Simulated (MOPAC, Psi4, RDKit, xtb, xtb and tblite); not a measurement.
Conformational energy of SMILES c1(C(C)C)c(cccc1)O. Scanned: dihedral C1–C2–C4–C5; all other coordinates were relaxed at GFN2-xTB.

Geometry of the scan point at -105° (Å):
```
22

C     -2.0345     0.3744    -1.1589
C     -1.3818     0.0870     0.1979
C     -1.9962    -1.1570     0.8317
C      0.1164     0.0093     0.0255
C      0.8294    -1.1783     0.0362
C      2.2049    -1.2007    -0.1311
C      2.8973    -0.0185    -0.3056
C      2.2093     1.1818    -0.3111
C      0.8320     1.2016    -0.1466
O      0.1426     2.3812    -0.1399
H     -3.1130     0.4605    -1.0474
H     -1.8200    -0.4317    -1.8583
H     -1.6537     1.3042    -1.5712
H     -1.5830     0.9445     0.8504
H     -3.0443    -0.9714     1.0569
H     -1.4866    -1.4119     1.7583
H     -1.9451    -2.0067     0.1546
H      0.3067    -2.1116     0.1713
H      2.7324    -2.1427    -0.1212
H      3.9693    -0.0231    -0.4346
H      2.7428     2.1153    -0.4407
H      0.7630     3.1130    -0.2393
```

Levels of theory: GFN2-xTB (xtb and tblite); MMFF94 // GFN2-xTB (RDKit); B3LYP/def2-SVP // GFN2-xTB (Psi4); B3LYP-D3(BJ)/def2-SVP // GFN2-xTB (Psi4); PBE/def2-SVP // GFN2-xTB (Psi4); PBE-D3(BJ)/def2-SVP // GFN2-xTB (Psi4); UFF // GFN2-xTB (RDKit); PM6, restricted, heats of formation // GFN2-xTB (MOPAC); PM7, restricted, heats of formation // GFN2-xTB (MOPAC); GFN1-xTB // GFN2-xTB (xtb).

Least-squares fit of E(φ) = a0 + Σ (a_n cos nφ + b_n sin nφ), n = 1 to 4, to the 24 scan points, in kcal/mol above the lowest point of each profile (levels whose profile four harmonics don't fit are not listed):

```csv
method,a0,a1,b1,a2,b2,a3,b3,a4,b4,rms of fit
GFN2-xTB,2.13,-0.48,0.84,1.21,1.83,-0.87,0.08,-0.19,0.38,0.17
MMFF94,2.91,-0.53,0.86,1.61,2.33,-0.39,0.08,-0.32,0.66,0.17
B3LYP/def2-SVP,2.49,-0.65,1.15,1.41,1.91,-1.41,0.20,-0.22,0.53,0.21
B3LYP-D3(BJ)/def2-SVP,2.50,-0.62,1.09,1.38,1.90,-1.46,0.19,-0.23,0.55,0.20
PBE/def2-SVP,2.46,-0.64,1.14,1.33,1.79,-1.44,0.20,-0.20,0.51,0.20
PBE-D3(BJ)/def2-SVP,2.46,-0.62,1.10,1.31,1.79,-1.47,0.20,-0.21,0.51,0.20
UFF,5.39,-0.77,1.18,3.25,4.74,-0.80,0.14,-0.70,1.41,0.49
PM6,1.78,-0.39,0.72,0.85,1.25,-0.53,0.05,-0.04,0.09,0.10
PM7,2.00,-0.49,0.86,0.89,1.42,-0.52,0.02,-0.14,0.23,0.15
GFN1-xTB,1.84,-0.29,0.48,1.08,1.62,-0.55,0.06,-0.21,0.43,0.22
```
